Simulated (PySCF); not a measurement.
A structure optimised at PBE-D3(BJ)/def2-SVP, used in a PySCF frequency run:

```xyz
11

C     -0.1103    -2.6636     0.0000
C      0.3533    -1.4353     0.0000
C      0.8340    -0.1982     0.0000
C      0.0075     1.0073     0.0000
C      0.4632     2.2774     0.0000
F     -1.3201     0.7690     0.0000
H     -0.3179    -3.2015    -0.9421
H     -0.3179    -3.2015     0.9421
H      1.9266    -0.0383     0.0000
H     -0.2387     3.1219     0.0000
H      1.5430     2.4732     0.0000
```

Question: Write its SMILES, formula and point group.

Answer: C=C=CC(=C)F, C5H5F, Cs

Question: What are its rotational constants (standard atomic weights)?

Answer: 9.4453, 2.1528, 1.7753 GHz
